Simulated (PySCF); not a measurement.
## Magnetic susceptibility: `C=C[C@@H](CC)C(=O)Cl`, C6H9ClO

Molfile (atoms numbered from 1):
```
C6H9ClO
     RDKit          3D

 17 16  0  0  0  0  0  0  0  0999 V2000
   -1.8772    1.9379    0.0495 C   0  0  0  0  0  0  0  0  0  0  0  0
   -1.4731    0.6866    0.1495 C   0  0  0  0  0  0  0  0  0  0  0  0
   -0.1193    0.2073   -0.3030 C   0  0  1  0  0  0  0  0  0  0  0  0
    0.6370   -0.4613    0.8565 C   0  0  0  0  0  0  0  0  0  0  0  0
    2.0536   -0.8498    0.4543 C   0  0  0  0  0  0  0  0  0  0  0  0
   -0.3084   -0.7281   -1.4613 C   0  0  0  0  0  0  0  0  0  0  0  0
    0.0239   -0.5647   -2.5864 O   0  0  0  0  0  0  0  0  0  0  0  0
   -1.1778   -2.2091   -1.0246 Cl  0  0  0  0  0  0  0  0  0  0  0  0
   -1.2579    2.7053   -0.3848 H   0  0  0  0  0  0  0  0  0  0  0  0
   -2.8455    2.2487    0.4019 H   0  0  0  0  0  0  0  0  0  0  0  0
   -2.1067   -0.0734    0.5837 H   0  0  0  0  0  0  0  0  0  0  0  0
    0.4628    1.0544   -0.6818 H   0  0  0  0  0  0  0  0  0  0  0  0
    0.6687    0.2448    1.6888 H   0  0  0  0  0  0  0  0  0  0  0  0
    0.0866   -1.3448    1.1822 H   0  0  0  0  0  0  0  0  0  0  0  0
    2.5726   -1.2995    1.2972 H   0  0  0  0  0  0  0  0  0  0  0  0
    2.6144    0.0247    0.1318 H   0  0  0  0  0  0  0  0  0  0  0  0
    2.0392   -1.5670   -0.3634 H   0  0  0  0  0  0  0  0  0  0  0  0
  1  2  2  0
  2  3  1  0
  3  4  1  0
  4  5  1  0
  3  6  1  0
  6  7  2  0
  6  8  1  0
  1  9  1  0
  1 10  1  0
  2 11  1  0
  3 12  1  6
  4 13  1  0
  4 14  1  0
  5 15  1  0
  5 16  1  0
  5 17  1  0
M  END
```

Computed, not measured: GIAO KT3/pcSseg-1 magnetisability, rotational g tensor and spin-rotation constants, non-relativistic, gas phase (PySCF 2.14.0). Geometry: GFN2-xTB.

**Question.** What are the magnetisability and the molar susceptibility?

**Answer.** Isotropic -1271 × 10⁻³⁰ J/T², or -76.5 × 10⁻⁶ cm³/mol; principal values -1361, -1281, -1171 × 10⁻³⁰ J/T², anisotropy 165 × 10⁻³⁰ J/T² (root of half the summed squared differences of the principal values). The susceptibility is in cgs units.

**Question.** Split it along the inertial axes a, b, c into diamagnetic and paramagnetic parts about the centre of mass, with the quadrupole moment.

**Answer.** 
| axis | χ (10⁻⁶ cm³/mol) | diamagnetic (10⁻⁶ cm³/mol) | paramagnetic (10⁻⁶ cm³/mol) | summed x² of all electrons (Å²) | quadrupole Θ (D Å) |
| --- | --- | --- | --- | --- | --- |
| a | -77.3 | -819.5 | 742.2 | 153.6 | +0.96 |
| b | -81.7 | -913.2 | 831.5 | 131.6 | +2.18 |
| c | -70.6 | -1209.9 | 1139.4 | 61.6 | -3.14 |

Anisotropies 2χaa − χbb − χcc = -2.3 and 2χbb − χaa − χcc = -15.6 × 10⁻⁶ cm³/mol. Θ is traceless in Buckingham's convention.

**Question.** And the rotational g tensor?

**Answer.** 
```tsv
axis	rotational constant (GHz)	g	nuclear part	electronic part
a	1.7131	-0.0175	0.5798	-0.5973
b	1.4500	-0.0123	0.5541	-0.5664
c	1.0923	-0.0134	0.5713	-0.5847
```
Asymmetric top; isotopes 12C, 35Cl, 1H, 16O; no vibrational averaging.
